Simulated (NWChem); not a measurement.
The numbers come from NWChem runs, not from measurements. System: C2H3O2, charge 0, spin multiplicity 2, displaced from the optimised geometry. The structure started from a generated list of species. Its SCF solution wasn't tested for a lower state.

Job file:

```
start mol
memory heap 200 mb stack 900 mb global 1100 mb
geometry units angstroms nocenter noautoz
  C      0.346178    -1.456853     0.000000
  O      0.860258    -0.168185     0.000000
  C     -0.011622     0.908760     0.000000
  O     -1.230475     0.828207     0.000000
  H     -0.755317    -1.596522     0.000000
  H      1.113816    -2.256565     0.000000
  H      0.595900     1.861465     0.000000
  symmetry group Cs
end
basis spherical
  * library def2-tzvp
end
dft
  xc becke88 lyp
  odft
  mult 2
  semidirect memsize 60000000 filesize 0
  iterations 100
  convergence nodiis damp 40
end
task dft gradient
```

The output up to the point where the run's verdict is printed (cleaned and shortened):

```
             Northwest Computational Chemistry Package (NWChem) 7.3.0
             --------------------------------------------------------

                                NWChem Input Module
                                -------------------

 Scaling coordinates for geometry "geometry" by  1.889725989
 (inverse scale =  0.529177249)

 Turning off AUTOSYM since
 SYMMETRY directive was detected!

                             Geometry "geometry" -> ""
                             -------------------------

 Output coordinates in angstroms (scale by  1.889725989 to convert to a.u.)

  No.       Tag          Charge          X              Y              Z
 ---- ---------------- ---------- -------------- -------------- --------------
    1 C                    6.0000     0.34617800    -1.45685300     0.00000000
    2 O                    8.0000     0.86025800    -0.16818500     0.00000000
    3 C                    6.0000    -0.01162200     0.90876000     0.00000000
    4 O                    8.0000    -1.23047500     0.82820700     0.00000000
    5 H                    1.0000    -0.75531700    -1.59652200     0.00000000
    6 H                    1.0000     1.11381600    -2.25656500     0.00000000
    7 H                    1.0000     0.59590000     1.86146500     0.00000000

 Effective nuclear repulsion energy (a.u.)     112.2204852256

            Nuclear Dipole moment (a.u.)
            ----------------------------
        X                 Y               Z
 ---------------- ---------------- ----------------
    -0.0000018897    -0.0000075589     0.0000000000

      Symmetry information
      --------------------

 Group name             Cs
 Group number              2
 Group order               2
 No. of unique centers     7

      Symmetry unique atoms

     1    2    3    4    5    6    7


 Summary of "ao basis" -> "" (spherical)
 ------------------------------------------------------------------------------
       Tag                 Description            Shells   Functions and Types
 ---------------- ------------------------------  ------  ---------------------
[...]
 d= 0,ls=0.5         73   -162.2236241221 -1.43D+01  4.42D-02              77.6
                                                     4.08D-02
 d= 0,ls=0.5         74   -147.9732587920  1.43D+01  4.42D-02              78.6
                                                     4.08D-02
 d= 0,ls=0.5         75   -162.2236241221 -1.43D+01  4.42D-02              79.6
                                                     4.08D-02
 d= 0,ls=0.5         76   -147.9732587920  1.43D+01  4.42D-02              80.6
                                                     4.08D-02
 d= 0,ls=0.5         77   -162.2236241221 -1.43D+01  4.42D-02              81.6
                                                     4.08D-02
 d= 0,ls=0.5         78   -147.9732587920  1.43D+01  4.42D-02              82.6
                                                     4.08D-02
 d= 0,ls=0.5         79   -162.2236241221 -1.43D+01  4.42D-02              83.6
                                                     4.08D-02
 d= 0,ls=0.5         80   -147.9732587920  1.43D+01  4.42D-02              84.6
                                                     4.08D-02
 d= 0,ls=0.5         81   -162.2236241221 -1.43D+01  4.42D-02              85.6
                                                     4.08D-02
 d= 0,ls=0.5         82   -147.9732587920  1.43D+01  4.42D-02              86.6
                                                     4.08D-02
 d= 0,ls=0.5         83   -162.2236241221 -1.43D+01  4.42D-02              87.6
                                                     4.08D-02
 d= 0,ls=0.5         84   -147.9732587920  1.43D+01  4.42D-02              88.6
                                                     4.08D-02
 d= 0,ls=0.5         85   -162.2236241221 -1.43D+01  4.42D-02              89.6
                                                     4.08D-02
 d= 0,ls=0.5         86   -147.9732587920  1.43D+01  4.42D-02              90.6
                                                     4.08D-02
 d= 0,ls=0.5         87   -162.2236241221 -1.43D+01  4.42D-02              91.6
                                                     4.08D-02
 d= 0,ls=0.5         88   -147.9732587920  1.43D+01  4.42D-02              92.6
                                                     4.08D-02
 d= 0,ls=0.5         89   -162.2236241221 -1.43D+01  4.42D-02              93.6
                                                     4.08D-02
 d= 0,ls=0.5         90   -147.9732587920  1.43D+01  4.42D-02              94.6
                                                     4.08D-02
 d= 0,ls=0.5         91   -162.2236241221 -1.43D+01  4.42D-02              95.6
                                                     4.08D-02
 d= 0,ls=0.5         92   -147.9732587920  1.43D+01  4.42D-02              96.6
                                                     4.08D-02
 d= 0,ls=0.5         93   -162.2236241221 -1.43D+01  4.42D-02              97.7
                                                     4.08D-02
 d= 0,ls=0.5         94   -147.9732587920  1.43D+01  4.42D-02              98.7
                                                     4.08D-02
 d= 0,ls=0.5         95   -162.2236241221 -1.43D+01  4.42D-02              99.7
                                                     4.08D-02
 d= 0,ls=0.5         96   -147.9732587920  1.43D+01  4.42D-02             100.7
                                                     4.08D-02
 d= 0,ls=0.5         97   -162.2236241221 -1.43D+01  4.42D-02             101.7
                                                     4.08D-02
 d= 0,ls=0.5         98   -147.9732587920  1.43D+01  4.42D-02             102.7
                                                     4.08D-02
 d= 0,ls=0.5         99   -162.2236241221 -1.43D+01  4.42D-02             103.7
                                                     4.08D-02
 d= 0,ls=0.5        100   -147.9732587920  1.43D+01  4.42D-02             104.7
                                                     4.08D-02
```

Convergence was not reached. The next line reads: Calculation failed to converge. NWChem stopped with the message: dft gradient failed.
